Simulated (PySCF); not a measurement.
Compound: C5H13ClOSi2.
Structure used (GFN2-xTB), in Å, numbered top down from 1:
```
atom  x, y, z in Å
C1     2.773    1.818   -0.754
C2     2.462    0.616   -0.297
Cl3    2.688    0.274    1.391
Si4    1.794   -0.853   -1.300
O5     0.623   -1.589   -0.474
Si6   -0.605   -1.730    0.591
C7    -1.810   -0.266    0.352
C8    -2.358   -0.225   -1.074
C9    -1.145    1.068    0.690
H10    2.641    2.043   -1.798
H11    3.162    2.605   -0.129
H12    1.229   -0.338   -2.546
H13    2.843   -1.854   -1.466
H14   -1.210   -3.008    0.224
H15   -0.025   -1.721    1.933
H16   -2.658   -0.398    1.033
H17   -3.044    0.613   -1.200
H18   -1.544   -0.108   -1.788
H19   -2.892   -1.143   -1.313
H20   -0.304    1.252    0.023
H21   -1.852    1.890    0.577
H22   -0.777    1.073    1.713
```

Computed at PBE0/pcSseg-1 (PySCF, non-relativistic), with Q(35Cl) = −0.0817 b, Q(17O) = −0.0256 b: Cl3, 35Cl (I = 3/2): χzz = -71.62 MHz, η = 0.111; O5, 17O (I = 5/2): χzz = -6.575 MHz, η = 0.107.

Task: Where would the pure quadrupole (NQR) lines of 35Cl at Cl3 fall for the rigid, isolated species?

Result: From ν = (|χ|/2)√(1 + η²/3): ν = 35.88 MHz (vinyl chlorine). For 37Cl the ratio of quadrupole moments, 0.7881, gives 28.28 MHz.

Task: Find the zero-field quadrupole resonance frequencies of 17O at O5.

Result: From the eigenvalues of H = χ/[4I(2I − 1)] × [3Iz² − I(I + 1) + η(Ix² − Iy²)], steps between neighbouring levels, labelled as for η = 0: ±1/2↔±3/2 0.998 MHz, ±3/2↔±5/2 1.968 MHz (siloxane oxygen).

Task: Apply the simplest Townes–Dailey estimate (no s hybridisation, no π bonding), ionic character = 1 − χzz/χ0, where χ0 is the coupling for one missing p electron along the bond: −109.74 MHz for 35Cl.

Result: Cl3 on C2: 1 − (-71.62)/(-109.74) = 0.35. In this model a purely covalent bond gives χ0 and a free halide ion gives zero; s hybridisation or π bonding, where present, is counted here as ionic character.

In a crystal, neighbours and librations shift these lines. GFN2-xTB bond lengths can be off by several hundredths of an ångström, more for odd bonds, and the gradients follow them. The basis is small and wasn't made for field gradients, so the couplings can be 20 % off.

One conformer stands for the species.
